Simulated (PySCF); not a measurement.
PySCF 2.14 output of a UHF calculation on a single atom or ion in aug-cc-pwCVTZ-PP with ECP60MDF (8s8p7d4f3g, 122 functions), with a scalar-relativistic core potential:

```
SCF conv_tol = 1e-09
number electrons alpha = 8  beta = 5
cycle= 1 E= -56.7455394676601  delta_E= -0.00534  |g|= 0.0253  |ddm|= 0.0397
cycle= 2 E= -56.7457614524304  delta_E= -0.000222  |g|= 0.00552  |ddm|= 0.00885
cycle= 3 E= -56.7457740433351  delta_E= -1.26e-05  |g|= 0.000395  |ddm|= 0.00332
cycle= 4 E= -56.7457743157944  delta_E= -2.72e-07  |g|= 0.000165  |ddm|= 0.0009
cycle= 5 E= -56.7457743648462  delta_E= -4.91e-08  |g|= 3.21e-05  |ddm|= 0.000563
cycle= 6 E= -56.7457743683903  delta_E= -3.54e-09  |g|= 5.09e-06  |ddm|= 0.000227
cycle= 7 E= -56.7457743685094  delta_E= -1.19e-10  |g|= 1.56e-06  |ddm|= 4.64e-05
converged SCF energy = -56.7457743685094  <S^2> = 3.7792239  2S+1 = 4.0145854
```

The run itself started from symmetry-adapted Hartree-Fock orbitals and held the occupation by maximum overlap, so the iterations belong to that start.

Which element, charge and spin multiplicity is this?

Ta (tantalum, neutral), multiplicity 4; the state was [Xe] 4f14 5d3 6s2, high-spin 4F determinant.

Energies and moments cover only the electrons outside the core potential. Spin-orbit coupling, absent here, splits the open shell strongly.
